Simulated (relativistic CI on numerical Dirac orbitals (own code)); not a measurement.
## Hyperfine structure of Ta50+, mass number 181

Method of calculation: Dirac-Coulomb-Breit CI, separate exchange-only KLI orbitals for each configuration, QED by a radiative potential, unscaled Slater integrals (own radial code, finite nucleus).

CI space (outside the closed core [Ne]): 3s2.3p6.3d5, 3s2.3p5.3d6, 3s2.3p4.3d7, 3s.3p6.3d6, 3p6.3d7, 3s.3p5.3d7, 3s2.3p6.3d4.4s, 3s2.3p6.3d4.4p, 3s2.3p4.3d6.4s, 3s2.3p5.3d5.4s, 3s2.3p6.3d4.4f, 3p6.3d6.4s, 3s2.3p6.3d3.4s2, 3s2.3p6.3d4.5s, 3p6.3d5.4s2. Levels of other configurations are missing.

Nuclear spin I = 7/2, μ = 2.365 μN, Q = 3.17 b (tables of Stone and Pyykkö). The electronic factors are computed for point nuclear moments, without core polarisation or the Bohr-Weisskopf and QED corrections.

```json
{"Level": "3s2.3p6.3d5 2D_3/2", "E (eV)": "97.336", "A (MHz)": "61920", "B (MHz)": "-242000"}
{"Level": "3s2.3p6.3d5 4D_7/2", "E (eV)": "127.731", "A (MHz)": "24370", "B (MHz)": "-10300"}
{"Level": "3s2.3p6.3d5 4G_9/2", "E (eV)": "130.326", "A (MHz)": "31010", "B (MHz)": "-24200"}
```

Levels with J = 0, under 50 % of one LS term, or S terms without an open s electron are left out. Small factors come from cancelling terms and can be off by tens of per cent or more.

At this charge energies of transitions that change n are usually good to better than 1 %, and those within a shell (Δn = 0) to a few per cent.

Give the hyperfine levels of 3s2.3p6.3d5 2D_3/2 relative to its centre of gravity.

With K = F(F + 1) − I(I + 1) − J(J + 1), E = AK/2 + B[¾K(K + 1) − I(I + 1)J(J + 1)]/[2I(2I − 1)J(2J − 1)]: F = 2: -547600, F = 3: -189000, F = 4: 127800, F = 5: 264600 MHz.

LS names give the leading component of a level, which can be under half, so a name can repeat, a term be missing and a line seem to break the LS rules.
